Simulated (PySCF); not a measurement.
## How methods differ on the excitation energy of N

N [He] 2s2 2p3 (4S) → N [He] 2s2 2p2 3s1 (4P), as a difference of total energies. Computed with PySCF 2.14 in aug-cc-pCVTZ-DK with one added diffuse shell each of s, p, d, f type (8s7p5d3f, 75 functions), with scalar relativity by spin-free X2C-1e. Correlated levels: valence: 1s2 frozen; valence and next inner shell: nothing frozen. The calculations carry no spin-orbit coupling.

```tsv
method	excitation energy (cm⁻¹)
UHF	80338
LDA	86444
PBE	84262
PBE0	84464
r2SCAN	86400
BLYP	83380
BP86	84348
PW91	84690
wB97X-V	84305
MP2 (valence)	84758
SCS-MP2 (valence)	82935
MP2 (valence and next inner shell)	84927
SCS-MP2 (valence and next inner shell)	83044
```

Errors of the correlated levels include the incompleteness of this basis and the frozen core.

For comparison: 83336 cm⁻¹ (measured; NIST levels, between the centres of gravity of the two terms).
